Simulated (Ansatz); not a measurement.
`C[NH2+][Al-]([OH])([OH])[OH]` → `[CH2]` (triplet) + `[NH3+][Al-]([OH])([OH])[OH]`  (formal loss of a carbene)

Program: Ansatz. Geometries: PBE0-D4/def2-TZVP. ΔE: electronic, gas phase. CCSD(T)/CBS adds triple-zeta CCSD(T) − MP2 to the extrapolated MP2 energy (def2 sets, frozen cores). This one scheme is used for every species. DFT in def2-TZVPP. B3LYP here is the variant with VWN-RPA as its local correlation; programs differ in this. Triplets are unrestricted, without spin–orbit coupling. One conformer a species, not always the lowest.

```csv
level,ΔE (eV),difference from CCSD(T)/CBS
LDA (SPW92),4.96,0.75
PBE-D4,4.27,0.06
PBE0-D4,4.18,-0.03
B3LYP-D4,4.16,-0.05
BHLYP-D4,4.05,-0.16
ωB97X-V,4.35,0.14
CAM-B3LYP,4.14,-0.07
HF/def2-SVP,2.83,-1.38
CCSD(T)/def2-SVP,4.10,-0.11
MP2/CBS(def2),4.30,0.09
CCSD(T)/CBS,4.21,0
```

Largest T1 diagnostic among the species: 0.011.

In def2-TZVPP, CCSD(T) changes the Hartree–Fock value by +1.38 eV (the triples alone add +0.11 eV) and MP2 by +1.48 eV. From r2SCAN to r2SCAN0 (25 % exact exchange), in def2-TZVPP and without D4, ΔE moves by −0.04 eV. The D4 term adds +0.12 eV with B3LYP and +0.07 eV with PBE0; it sums over pairs of atoms, weighted by their polarisabilities, and B3LYP, whose exchange is more repulsive, gets the larger term.

CCSD(T)/CBS has its own doubt, a few kJ/mol and more with outer-core shells, so smaller differences from it don't rank the levels.
